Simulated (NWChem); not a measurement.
Molecule: HSeOCl; SMILES Cl[Se]O

```xyz
4

Se     0.4126     0.4706     0.0041
Cl    -0.1920    -1.6345     0.0079
O     -1.1584     1.3032     0.0702
H     -1.4970     1.3622    -0.8347
```
Atoms are numbered in this order, from 1.

All runs: NWChem. Pople sets run with spherical d functions. All runs use the structure optimised with PBE0/def2-SVP.

Problem. What does the run give for PBE/6-311G**? Quantities: highest occupied level (eV); orbital gap (eV); dipole (D).

Solution. 
| Item | Result |
|---|---|
| highest occupied level (eV) | -5.60 |
| orbital gap (eV) | 2.52 |
| dipole (D) | 2.12 |
